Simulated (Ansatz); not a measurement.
`F[B-]1(F)[Br+][B-](F)(F)[Br+]1`, one more setting.

```yaml
crystal:
  periodic: [false, false, false]
  atoms:
    - {symbol: F, position_ang: [1.861829, -1.398522, 0.572513]}
    - {symbol: B, position_ang: [0.591715, -1.156083, 0.693739]}
    - {symbol: F, position_ang: [-0.112431, -1.911260, 1.426035]}
    - {symbol: Br, position_ang: [-0.345060, -0.952225, -1.272020]}
    - {symbol: B, position_ang: [-0.607885, 1.108034, -0.703085]}
    - {symbol: F, position_ang: [-1.881693, 1.416843, -0.545511]}
    - {symbol: F, position_ang: [0.117456, 1.926593, -1.474107]}
    - {symbol: Br, position_ang: [0.333065, 0.975969, 1.241387]}
basis:
  gaussian: {orbitals: cc-pVTZ, fitting: {mean_field: def2-universal-jkfit}}
hamiltonian: {xc: {name: PBE-QIDH}}
```

```sh
$ ansatz run in.yaml --threads 4 --pin off --events-out ev --progress --plain --max-ram 11315MiB
```

It prints (some lines left out):

```
Functional definition: PBE-QIDH
990 factors; integrals over basis functions are off by at most 8.9e-1 eV
mean field evaluation 1: about -152259.8829 eV, gradient 5.0e1 eV
mean field evaluation 2: about -152259.8838 eV, gradient 5.0e1 eV
mean field evaluation 4: about -152263.6380 eV, gradient 1.9e0 eV
mean field evaluation 8: about -152263.6522 eV, gradient 4.0e-2 eV
mean field evaluation 16: about -152263.6522 eV, gradient 4.9e-6 eV
mean field -152263.65223744 eV, -5595.5860117154 hartree, gradient 4.9e-6 eV, S^2 0.000000; 0 other end points of the search recorded, 0 dependent functions left out
24 core orbitals not correlated: weight in the atoms' cores, before any rotation towards them, 1.000 or more for the frozen orbitals, at most 0.000 for the correlated occupied ones
reference -152263.65224870 eV, -5595.5860121294 hartree; 34, 34 occupied and 208, 208 virtual orbitals, 990 factors
second order -50.27112246 eV of doubles, -0.00000000 eV of singles
Total energy: -152280.40928952 eV, -5596.2018220212 hartree
```

It took 8.5 s on 4 threads of an Arm Neoverse V2 on a shared host, with 0.75 GiB of host memory at the peak.
